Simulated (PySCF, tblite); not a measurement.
Isomers of C4H14N2Si. Computed values, GFN2-xTB/tblite, gas phase, harmonic and unscaled. Against measured fundamentals such values can be off by several per cent, at times by over 20. Modes of hydrogen on silicon can be 10 to 20 % off. One conformer each.

Electronic energies: PBE0/pcSseg-1 single points on the GFN2-xTB geometries (PySCF, gas phase).

```csv
SMILES,"electronic energy, lowest = 0 (kcal/mol)"
CCC[Si@@H](N)NC,0.0
CN[Si@H](C)N(C)C,10.5
CC(C)(C)N[SiH2]N,3.3
```

Q: How do GFN2-xTB zero-point energies change the relative energies?

A: 
```tsv
SMILES	ZPE (kcal/mol)	of it from modes above 1550 cm⁻¹	electronic (kcal/mol)	with ZPE, lowest = 0 (kcal/mol)	lowest mode (cm⁻¹)	rings
CCC[Si@@H](N)NC	113.6	60.7	0.0	0.0	43	0
CC(C)(C)N[SiH2]N	112.1	60.2	3.3	1.8	54	0
CN[Si@H](C)N(C)C	112.8	59.1	10.5	9.8	56	0
```

The zero-point energies span 1.5 kcal/mol, from `CC(C)(C)N[SiH2]N` to `CCC[Si@@H](N)NC`. The order is unchanged.

Q: And how do the electronic energies of GFN2-xTB itself compare?

A: `CCC[Si@@H](N)NC` 15.2; `CC(C)(C)N[SiH2]N` 0.0; `CN[Si@H](C)N(C)C` 13.9 kcal/mol, lowest = 0. Against the energies above, taken from the same isomer `CCC[Si@@H](N)NC`, the largest difference is 18.5 kcal/mol.

Q: What do entropy and thermal enthalpy add at 298.15 K and 1 bar (rigid rotor, harmonic oscillator, one conformer each)?

A: 
| SMILES | point group | symmetry number | S (cal/(mol K)) | H − H(0) (kcal/mol) | ZPE + H − H(0) − TS (kcal/mol) |
| --- | --- | --- | --- | --- | --- |
| CCC[Si@@H](N)NC | C1 | 1 | 102.8 | 7.66 | 90.6 |
| CC(C)(C)N[SiH2]N | C1 | 1 | 98.7 | 7.36 | 90.1 |
| CN[Si@H](C)N(C)C | C1 | 1 | 103.1 | 7.78 | 89.9 |
